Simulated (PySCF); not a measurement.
**Structure elucidation problem**

Molecular formula: C$_{5}$H$_{7}$F$_{3}$O$_{2}$. Simulated spectra:

1H NMR (400 MHz, computed): δ 3.95 (s, 3H), 2.68 (t, 2H), 2.36 (m, 2H).

13C{1H} NMR (computed): δ 178.7, 135.9, 53.8, 34.1, 31.3.

Level of theory: geometry: GFN2-xTB, shieldings: GIAO PBE0/pcSseg-1, in PySCF (in vacuum, averaged over atoms made equivalent by symmetry, fast rotation or ring inversion, one conformer, non-relativistic).

References, each an isolated molecule treated in the same way: TMS for 1H (σref 31.72) and 13C (σref 186.93).

Problem. Deduce the structure.

Solution. 
1. The formula gives 1 degree of unsaturation (no ring in the answer).
2. 5 carbon signals for 5 carbons: no two carbons are equivalent.
3. Carbon types of the structure: 2 × C, 2 × CH2, 1 × CH3, which accounts for all hydrogens.
4. δC 178.7: ester carbonyl carbon; it is a carbonyl in resonance with an O or N lone pair, the region of acids, esters and amides.
5. δC 135.9: CF3 carbon; 3 electronegative neighbours deshield it.
6. δC 53.8: methyl carbon bonded to O; the inductive effect lowers its shielding.
7. δC 34.1: sp3 CH2; a saturated carbon with 2 carbon neighbours and no heteroatom attached.
8. δC 31.3: sp3 CH2 α to a carbonyl; α to the electron-withdrawing carbonyl group.
9. δH 3.95: hydrogen on a methyl carbon bonded to O; its carbon carries O, hence the downfield position.
10. δH 2.68: hydrogen on an sp3 CH2 α to a carbonyl; α to C=O.

These data were computed for SMILES COC(=O)CCC(F)(F)F.

This is the structure that produced the data.

Splittings by 19F in the carbon and heteronuclear signals aren't shown, as no couplings were computed. Shifts are as computed. Against solution values, carbons near 30 ppm lie about +3 ppm off and those near 130 ppm about +5 ppm. Of 1211 compounds with measured shifts, 218 miss one by over three times the rms of a fit or turn the order of signals round; such compounds aren't used in these exercises. No couplings were computed; multiplicities are counted from neighbouring protons, with m where these are inequivalent, close in shift, in a saturated or five-membered ring or joined by F or P, and br s for small geminal =CH2 splittings.
